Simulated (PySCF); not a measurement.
C₃H₁₁B₂N.
Cartesian coordinates in Å at the PBE0-D3(BJ)/def2-SVP level; atoms count from 1:
```xyz
17
C3H11B2N angstrom
B      3.5328    0.0315   -0.2860
N      2.2122    0.4875   -0.0606
B      1.0632   -0.3187    0.2053
C     -0.3462    0.3172    0.4789
C     -1.5513   -0.5397    0.0944
C     -2.8878    0.0818    0.4678
H      3.7580   -1.1541   -0.2558
H      4.4090    0.8367   -0.5057
H      2.0628    1.4928   -0.0992
H      1.2335   -1.5178    0.2462
H     -0.3701    0.4980    1.5751
H     -0.4279    1.3246    0.0285
H     -1.5296   -0.7351   -0.9921
H     -1.4552   -1.5305    0.5707
H     -3.0223    1.0623   -0.0177
H     -2.9616    0.2435    1.5558
H     -3.7336   -0.5558    0.1677
```

The closed-shell ground state was solved at several levels (PySCF, density fitting, gas phase, non-relativistic).

| level | basis functions | total energy (Eh) | HOMO (eV) | LUMO (eV) | gap (eV) | dipole (D) |
| --- | --- | --- | --- | --- | --- | --- |
| PBE0/pcSseg-1 | 157 | -225.1384 | -8.59 | -1.00 | 7.59 | 1.55 |
| B3LYP/def2-SVPD | 208 | -225.3226 | -8.38 | -1.23 | 7.15 | 1.52 |
| CAM-B3LYP/pcSseg-2 | 370 | -225.4118 | -9.99 | 0.08 | 10.07 | 1.49 |

Task: What might B3LYP/pcJ-1 (272 basis functions) give for the same quantities?

Result: Total energy -225.4912 Eh, HOMO -8.39 eV, LUMO -1.20 eV, gap 7.19 eV, dipole 1.56 D.

Task: Over all these levels, which gives the widest orbital gap and which the narrowest?

Result: CAM-B3LYP/pcSseg-2 (range-separated hybrid) has the widest, 10.07 eV, and B3LYP/def2-SVPD (global hybrid, 20 % exact exchange) the narrowest, 7.15 eV. Functional and basis both differ between the two, so the spread mixes both effects.

Task: How far do the dipole and the HOMO energy spread over the levels?

Result: The dipole runs from 1.49 to 1.56 D (mean 1.53 D) and the HOMO from -9.99 to -8.38 eV.

One conformer stands for the species.
